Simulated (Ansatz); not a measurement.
BrH$_{4}$NSi$_{2}$ (`Br[SiH]1N[SiH2]1`), relaxed with RKS PBE0-D4/def2-TZVP in Ansatz 0.2.0 from a PBE-D4/def2-SVP geometry. The force threshold is 0.005 eV/Å; the program also tests the step.

Charge 0, multiplicity 1.

Start:

```xyz
8

Br    2.820    0.887    0.299
Si    0.601    0.949   -0.077
N    -0.116   -0.411   -0.894
Si   -0.833   -0.603    0.718
H     0.319    2.320   -0.616
H    -0.087   -0.903   -1.790
H    -2.330   -0.467    0.813
H    -0.373   -1.773    1.547
```

| step | energy (eV) | largest force (eV/Å) | largest move (Å) |
| --- | --- | --- | --- |
| 1 | -87342.8752 | 0.689 | 0.000 |
| 2 | -87342.9189 | 0.440 | 0.035 |
| 3 | -87342.9271 | 0.041 | 0.025 |
| 4 | -87342.9274 | 0.009 | 0.009 |
| 5 | -87342.9274 | 0.006 | 0.002 |
| 6 | -87342.9275 | 0.005 | 0.003 |
| 7 | -87342.9275 | 0.002 | 0.002 |

End:

```xyz
8

Br    2.787    0.885    0.283
Si    0.592    0.935   -0.072
N    -0.108   -0.409   -0.869
Si   -0.821   -0.596    0.708
H     0.312    2.285   -0.610
H    -0.084   -0.886   -1.755
H    -2.298   -0.454    0.798
H    -0.381   -1.760    1.519
```

It took 20 s on 4 threads of an Intel Xeon Platinum 8488C on a shared host, with 0.52 GiB of host memory at the peak.
